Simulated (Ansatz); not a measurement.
Reaction (formal exchange of groups at the Al–C bond): `[CH3][AlH][SiH3]` + `C[SiH3]` → `[SiH3][CH2][AlH][SiH3]` + CH₄

Program: Ansatz. Geometries: PBE0-D4/def2-TZVP. ΔE: electronic, gas phase. CCSD(T)/CBS is the MP2 limit (def2-TZVPP, def2-QZVPP) plus CCSD(T) − MP2 in def2-TZVPP, frozen cores. This one scheme is used for every species. DFT in def2-TZVPP. B3LYP here is the variant with VWN-RPA as its local correlation; programs differ in this. One conformer a species, not always the lowest.

| level | ΔE (kcal/mol) | difference from CCSD(T)/CBS |
| --- | --- | --- |
| r2SCAN-D4 | -3.5 | 0.3 |
| B3LYP-D4 | -3.4 | 0.4 |
| ωB97X-V | -3.2 | 0.6 |
| ωB97M-V | -3.3 | 0.5 |
| PBE | -2.6 | 1.2 |
| r2SCAN | -3.2 | 0.6 |
| PBE0 | -2.8 | 1.0 |
| B3LYP | -2.2 | 1.6 |
| HF/def2-TZVPP | -2.4 | 1.4 |
| MP2/def2-TZVPP | -4.1 | -0.3 |
| CCSD/def2-TZVPP | -3.4 | 0.4 |
| CCSD(T)/def2-TZVPP | -3.7 | 0.1 |
| MP2/def2-QZVPP | -4.1 | -0.3 |
| SCS-MP2/def2-QZVPP | -3.7 | 0.1 |
| HF/CBS(def2) | -2.4 | 1.4 |
| CCSD/CBS(def2) | -3.5 | 0.3 |
| CCSD(T)/CBS | -3.8 | 0 |

Largest T1 diagnostic among the species: 0.012.

The D4 term adds −1.2 kcal/mol with B3LYP and −0.7 kcal/mol with PBE0; it sums over pairs of atoms, weighted by their polarisabilities, and B3LYP, whose exchange is more repulsive, gets the larger term. In def2-TZVPP, CCSD(T) changes the Hartree–Fock value by −1.3 kcal/mol (the triples alone add −0.3 kcal/mol) and MP2 by −1.7 kcal/mol.
